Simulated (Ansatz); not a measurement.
Frontier orbitals of BrGaH4O2Si (`[OH][Ga]([Br])[O][SiH3]`).

```
atom   x (Å)   y (Å)   z (Å)
  O1  -0.101  -2.548  -1.510
 Ga2  -0.398  -0.855  -1.107
 Br3  -1.645   0.434  -2.475
  O4   0.300  -0.203   0.378
 Si5   0.336   1.216   1.197
  H6   0.443  -2.990  -0.852
  H7   1.649   1.327   1.883
  H8   0.165   2.372   0.276
  H9  -0.750   1.249   2.212
```

Total charge 0; spin multiplicity 1. Correlated methods include outer-core shells of Br, Ga, which these sets cover unevenly. Scalar relativity is left out up to krypton. All single points use the PBE0-D4/def2-TZVP geometry. It is one conformer, not always the lowest. Basis def2-TZVPP, Ansatz.

```json
{"functional": "PBE", "HOMO (eV)": "-7.38", "LUMO (eV)": "-2.43", "gap (eV)": "4.95"}
{"functional": "r2SCAN", "HOMO (eV)": "-7.75", "LUMO (eV)": "-2.13", "gap (eV)": "5.62"}
{"functional": "PBE0", "HOMO (eV)": "-8.79", "LUMO (eV)": "-1.49", "gap (eV)": "7.30"}
{"functional": "r2SCAN0", "HOMO (eV)": "-9.03", "LUMO (eV)": "-1.31", "gap (eV)": "7.72"}
{"functional": "HSE06 (plane-wave form)", "HOMO (eV)": "-8.39", "LUMO (eV)": "-1.86", "gap (eV)": "6.53"}
{"functional": "CAM-B3LYP", "HOMO (eV)": "-10.15", "LUMO (eV)": "-0.56", "gap (eV)": "9.59"}
{"functional": "ωB97M-V", "HOMO (eV)": "-11.06", "LUMO (eV)": "0.34", "gap (eV)": "11.40"}
{"functional": "HF", "HOMO (eV)": "-11.84", "LUMO (eV)": "1.84", "gap (eV)": "13.68"}
```

**Question.** What is the vertical ionisation energy at frozen-core CCSD(T)/def2-TZVPP? (Estimate.)

**Answer.** The calculation gave: 11.21 eV (T1 of the cation 0.021).

A quarter of exact exchange (PBE0) shifts PBE's HOMO by −1.41 eV and its LUMO by +0.94 eV; full exchange at long range (ωB97M-V) shifts them by −3.67 and +2.77 eV. The gap opens from 4.95 to 11.40 eV, since occupied levels lose self-interaction and empty ones feel all the electrons. A positive LUMO is unbound and depends on the basis. −ε(HOMO) differs from that ionisation energy by −3.83 eV with PBE and −0.15 eV with ωB97M-V.
